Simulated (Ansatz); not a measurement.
The Si1–H2 bond of BrHSi (SMILES [SiH]Br) is stretched (multiplicity 1, the rest rigid).
Geometry at rest (charge 0, multiplicity 1):
```xyz
3

Si    -0.8967    -0.7610     1.0622
H     -1.8925    -1.2293     0.0078
Br     0.4128     0.3395    -0.4251
```

Frozen-core correlation. Filled d and f shells under p-block atoms count as core.

Run with Ansatz (a program for electronic structure). Values without a source in brackets are computed.

FIC-MRCISD+Q on CASSCF(2,2)/def2-TZVPP, total energies (hartree):

```json
[
 {"R (Å)": "1.524", "CASSCF": "-2861.946300", "MRCISD": "-2862.200938", "weight c² of the reference": "0.88975"},
 {"R (Å)": "2.667", "CASSCF": "-2861.866782", "MRCISD": "-2862.113830", "weight c² of the reference": "0.88863"},
 {"R (Å)": "4.877", "CASSCF": "-2861.838616", "MRCISD": "-2862.082402", "weight c² of the reference": "0.88918"}
]
```

**Question.** Add the Davidson correction (E_MRCISD − E_CASSCF)(1 − c²)/c² and give the energies above the first point at the three levels.

**Answer.** 
Corrections (hartree): -0.031554, -0.030962, -0.030384. Above the first point (kcal/mol):
- R = 2.667 Å: CASSCF 49.9, MRCISD 54.7, with the correction 55.0
- R = 4.877 Å: CASSCF 67.6, MRCISD 74.4, with the correction 75.1
